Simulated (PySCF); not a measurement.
# Energy of Al(2+) (aluminium, charge +2) between two integer charges

The 3s alpha orbital of [Ne] 3s1 is emptied in steps (occupation f), with all orbitals relaxed, ending at [Ne]. Calculation: PySCF 2.14, in x2c-TZVPall; scalar relativity by spin-free X2C-1e. The exact energy is a straight line in f; departures are measured from the line between the end points of the same method.

```tsv
f	UHF (eV)	LDA (eV)	PBE (eV)	PBE0 (eV)	r2SCAN (eV)	LC-wPBE (eV)	BHandHLYP (eV)	CAM-B3LYP (eV)	MN15 (eV)
1	0.000	0.000	0.000	0.000	0.000	0.000	0.000	0.000	0.000
0.8	0.003	-0.664	-0.689	-0.507	-0.576	-0.069	-0.375	-0.329	-0.393
0.6	0.005	-0.974	-1.029	-0.756	-0.824	-0.104	-0.565	-0.492	-0.594
0.4	0.005	-0.944	-1.024	-0.752	-0.771	-0.112	-0.570	-0.492	-0.593
0.2	0.003	-0.595	-0.678	-0.496	-0.454	-0.087	-0.390	-0.333	-0.364
0	0.000	0.000	0.000	0.000	0.000	0.000	0.000	0.000	0.000
```

For LC-wPBE, how does the orbital energy at f = 1 compare with the removal energy?

−ε = 28.226 eV against a total-energy difference of 28.666 eV. By Janak's theorem ε = ∂E/∂f, so the gap between them reflects the curvature. Along the path −ε is 28.412 (f = 0.8), 28.561 (f = 0.6), 28.691 (f = 0.4), 28.929 (f = 0.2) eV.

| method | E(f=0) − E(f=1) (eV) | −ε at f=1 (eV) | −ε at f=0.4 (eV) |
| --- | --- | --- | --- |
| UHF | 28.070 | 28.090 | 28.066 |
| LDA | 28.828 | 24.617 | 29.804 |
| PBE | 28.827 | 24.506 | 29.704 |
| PBE0 | 28.697 | 25.508 | 29.347 |
| r2SCAN | 28.400 | 24.682 | 29.391 |
| LC-wPBE | 28.666 | 28.226 | 28.691 |
| BHandHLYP | 28.824 | 26.484 | 29.258 |
| CAM-B3LYP | 29.023 | 26.963 | 29.422 |
| MN15 | 28.047 | 25.594 | 28.600 |

As f goes to zero the orbital energy of a semilocal functional can turn back, because the density of that orbital vanishes from the exchange-correlation potential.

Reference removal energy between the ground levels: 28.448 eV (measured; NIST Atomic Spectra Database, ionization energies). UHF lacks correlation.
